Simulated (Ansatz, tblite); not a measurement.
Cost and result up the ladder for SnCl3(pyrrolidide) (C4H8Cl3NSn) (17 atoms). Charge 0, multiplicity 1. Geometry: PBE-D4/def2-SVP.

```tsv
atom	x (Å)	y (Å)	z (Å)
Sn1	-0.147	-2.175	0.440
Cl2	-2.397	-2.103	-0.346
Cl3	1.022	-3.709	-0.911
Cl4	-0.209	-2.893	2.682
N5	0.894	-0.392	0.394
C6	0.283	0.685	1.195
C7	-0.736	1.399	0.273
C8	-0.242	1.076	-1.167
C9	1.017	0.202	-0.950
H10	1.106	1.382	1.477
H11	-0.142	0.296	2.142
H12	-0.783	2.487	0.477
H13	-1.754	0.990	0.435
H14	-1.014	0.508	-1.723
H15	-0.014	1.986	-1.756
H16	1.182	-0.575	-1.724
H17	1.934	0.837	-0.937
```

Ansatz on 4 threads of Arm Neoverse V2 on a shared host; xTB runs through tblite on one thread. Times are rough, summed over both states, and most runs start from the orbitals of an earlier one. PBE0-D4/def2-TZVP serves as the yardstick here, not as an exact answer. The other state is a triplet.

In the def2 sets Sn takes a core potential; there is no spin–orbit coupling. The xTB rows come from tblite.

xTB has no spin-polarisation term.

```csv
level,functions,wall time,vertical triplet (eV),difference from PBE0-D4/def2-TZVP (eV)
GFN1-xTB,72,0.03 s,2.36,-0.53
GFN2-xTB,64,0.034 s,2.08,-0.82
PBE-D4/def2-TZVP,364,27 s,2.77,-0.12
r2SCAN-D4/def2-TZVP,364,57 s,2.78,-0.11
PBE0-D4/def2-TZVP (with forces),364,82 s,2.89,0.00
```
